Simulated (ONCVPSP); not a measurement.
Varying the ONCV potential for Fe

Base potential:

iron, optimised norm-conserving Vanderbilt (ONCV), made with ONCVPSP 4.0.1 (PBE, non-relativistic). Core [Ne], reference 3s2 3p6 3d6 4s1 (charge +1). Waves: 3s+4s: rc 1.30 bohr, ncon 4, nbas 8, qcut 11.9 1/bohr, 2 projectors; 3p: rc 1.00 bohr, ncon 4, nbas 9, qcut 16.4 1/bohr, 2 projectors, debl 0.8 Ha; 3d: rc 1.10 bohr, ncon 3, nbas 8, qcut 15.7 1/bohr, 1 projector. Local part: polynomial inside 0.80 bohr (lpopt 1, dvloc0 3 Ha). Core correction: Teter function, fcfact 3, rcfact 1.4.

In the p channel the program set the typed energies aside and used -2.503, 0.250 Ha.

All-electron outer shells of the reference configuration (PBE, non-relativistic, ld1.x):

```
shell  level (eV)  outermost node (bohr)  outermost maximum (bohr)
   2p     -704.13                      –                      0.18
   3s     -100.42                   0.33                      0.71
   3p      -68.12                   0.30                      0.72
   3d      -16.17                      –                      0.71
   4s      -12.16                   1.01                      2.32
```

Cutoffs, loose and tight: the cutoffs (Ha) at which the residual kinetic energy of the hardest occupied pseudo-wave falls to 1 and 0.1 mHa per electron. They do not see the model core or the augmentation charge, which bear on the density cutoff. Test errors are all-electron minus pseudo excitation energies from the reference, over the configurations 3s2 3p6 3d6 4s2; 3s2 3p6 3d6 4s0; 3s2 3p6 3d5 4s0; 3s2 3p6 3d5 4s2. A dash means not determined; rows that change the core or the reference have their own tests.

```csv
change,outcome,"cutoff, loose","cutoff, tight",bound ghosts,GHOST(+) flags above zero,largest test error (meV)
base,"generated, projector energies reset by the program",82 Ha,95 Ha,none,none,+7.5
"all radii but the core radius scaled by about 0.80 (s 1.04, p 0.80, d 0.88 bohr); local potential polynomial inside 0.64 bohr (lpopt 1, dvloc0 3 Ha)","generated, projector energies reset by the program",97 Ha,110 Ha,none,s,-2.7
"all radii but the core radius scaled by about 0.86 (s 1.12, p 0.86, d 0.94 bohr); local potential polynomial inside 0.68 bohr (lpopt 1, dvloc0 3 Ha)","generated, projector energies reset by the program",93 Ha,106 Ha,none,none,+3.7
"all radii but the core radius scaled by about 0.96 (s 1.26, p 0.96, d 1.06 bohr); local potential polynomial inside 0.78 bohr (lpopt 1, dvloc0 3 Ha)","generated, projector energies reset by the program",85 Ha,98 Ha,none,none,+6.5
"all radii but the core radius scaled by about 1.04 (s 1.36, p 1.04, d 1.14 bohr); local potential polynomial inside 0.84 bohr (lpopt 1, dvloc0 3 Ha)","generated, projector energies reset by the program",80 Ha,93 Ha,none,none,+8.2
"all radii but the core radius scaled by about 1.12 (s 1.46, p 1.12, d 1.24 bohr); local potential polynomial inside 0.90 bohr (lpopt 1, dvloc0 3 Ha)","generated, projector energies reset by the program",75 Ha,87 Ha,none,none,+9.9
"all radii but the core radius scaled by about 1.29 (s 1.68, p 1.30, d 1.42 bohr); local potential polynomial inside 1.04 bohr (lpopt 1, dvloc0 3 Ha)","generated, projector energies reset by the program",75 Ha,89 Ha,none,s,+13
```

Problem. What comes out with this change to the base: all radii but the core radius scaled by about 1.24 (s 1.62, p 1.24, d 1.36 bohr); local potential polynomial inside 1.00 bohr (lpopt 1, dvloc0 3 Ha)?

Solution. outcome: generated, projector energies reset by the program; cutoff, loose: 67 Ha; cutoff, tight: 85 Ha; bound ghosts: none; GHOST(+) flags above zero: p; largest test error (meV): +13.

Reading the sweep of the scale of all radii but the core radius (base = 1) (base included, trends over the rows without a ghost): The loose cutoff is not monotonic: lowest 67 Ha at 1.24, highest 97 Ha at 0.8. The median size of the test errors (rows with all tests solved) rises from 1.1 meV at 0.8 to 2.7 meV at 1.29, with one reversal. More of the atom is replaced by a form fitted at one configuration, so other configurations suffer as the radius grows.
